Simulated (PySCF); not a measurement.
SMILES [Cd]([NH2])[GeH3], PBE0/def2-SVP optimised geometry.

```
8

Cd     0.30    -0.31     0.00
N      2.31    -0.24    -0.13
H      2.80    -1.12    -0.23
H      2.80     0.30     0.59
Ge    -2.22    -0.31     0.00
H     -2.80     1.12     0.00
H     -2.80    -1.02    -1.24
H     -2.80    -1.02     1.24
```

Density from PBE0/def2-TZVP, def2 effective core potentials past Kr (PySCF 2.14.0) at that geometry. The core electrons that the potentials of Cd replace are not part of the density.

Minimum of the electron density along straight lines between bonded atoms, close to the bond critical point (lines longer than 1.1 times the sum of covalent radii, or with two minima, are not listed):

```tsv
bond	length / Å	ρ at the minimum / e bohr⁻³	∇²ρ there / e bohr⁻⁵	position (fraction from the first atom)
Cd1–N2	2.017	0.115	0.43	0.52
N2–H3	1.018	0.329	-1.50	0.73
N2–H4	1.018	0.329	-1.50	0.73
Cd1–Ge5	2.520	0.072	0.01	0.50
Ge5–H6	1.545	0.130	0.06	0.59
Ge5–H7	1.545	0.130	0.06	0.59
Ge5–H8	1.544	0.130	0.06	0.59
```
